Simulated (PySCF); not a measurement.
**Electron correlation in Ga (gallium, neutral)**

[Ar] 3d10 4s1 4p1 5s1, high-spin 4P determinant (an excited configuration). Calculation: PySCF 2.14, in aug-cc-pVDZ-PP with ECP10MDF (5s4p3d, 32 functions); a scalar-relativistic core potential. Frozen: 3s2 3p6 3d10; 3 electrons correlated.

```json
{"level": "CCSD", "correlation energy (mhartree)": "-9.25"}
{"level": "(T)", "correlation energy (mhartree)": "-0.05"}
{"level": "CCSD(T)", "correlation energy (mhartree)": "-9.30"}
{"level": "CCSDT", "correlation energy (mhartree)": "-9.33"}
{"level": "FCI", "correlation energy (mhartree)": "-9.33"}
```

Diagnostics: T1 = 0.0084, D1 = 0.0181, largest double amplitude 0.037, weight of the Hartree-Fock determinant in FCI 0.9816 (1771 determinants).

The outer electron is Rydberg-like, and this basis confines it to a smaller radius and binds it less than a complete one would.

Cost of the coupled-cluster step: roughly 0.13 core-seconds, for 3 correlated electrons.

Iterations:

```
CC2 = 0
CCSD nocc = (np.int64(3), np.int64(0)), nmo = (23, 23)
frozen orbitals [[0, 1, 2, 3, 4, 5, 6, 7, 8], [0, 1, 2, 3, 4, 5, 6, 7, 8]]
max_cycle = 100
direct = 0
conv_tol = 1e-08
conv_tol_normt = 1e-06
diis_space = 8
diis_start_cycle = 0
Init t2, MP2 energy = -0.00538172445064084
Init E_corr(UCCSD) = -0.00538172445430266
cycle = 1  E_corr(UCCSD) = -0.00754179947620892  dE = -0.00216007502  norm(t1,t2) = 0.0318674
cycle = 2  E_corr(UCCSD) = -0.00845117879160372  dE = -0.000909379315  norm(t1,t2) = 0.0151689
cycle = 3  E_corr(UCCSD) = -0.00920454572793386  dE = -0.000753366936  norm(t1,t2) = 0.00797574
cycle = 4  E_corr(UCCSD) = -0.0092028248622069  dE = 1.72086573e-06  norm(t1,t2) = 0.00324321
cycle = 5  E_corr(UCCSD) = -0.00925754915285868  dE = -5.47242907e-05  norm(t1,t2) = 0.00183635
cycle = 6  E_corr(UCCSD) = -0.0092490559430564  dE = 8.4932098e-06  norm(t1,t2) = 0.000264136
cycle = 7  E_corr(UCCSD) = -0.00925714658059383  dE = -8.09063754e-06  norm(t1,t2) = 7.83741e-05
cycle = 8  E_corr(UCCSD) = -0.00925238108487181  dE = 4.76549572e-06  norm(t1,t2) = 3.8489e-05
cycle = 9  E_corr(UCCSD) = -0.00925374239638187  dE = -1.36131151e-06  norm(t1,t2) = 1.45291e-05
cycle = 10  E_corr(UCCSD) = -0.00925379119046025  dE = -4.87940784e-08  norm(t1,t2) = 1.24002e-06
cycle = 11  E_corr(UCCSD) = -0.00925379469513919  dE = -3.50467893e-09  norm(t1,t2) = 2.3177e-07
UCCSD converged
E(UCCSD) = -258.0310452048529  E_corr = -0.009253794695139185
UCCSD(T) correction = -4.701142568354e-05
```
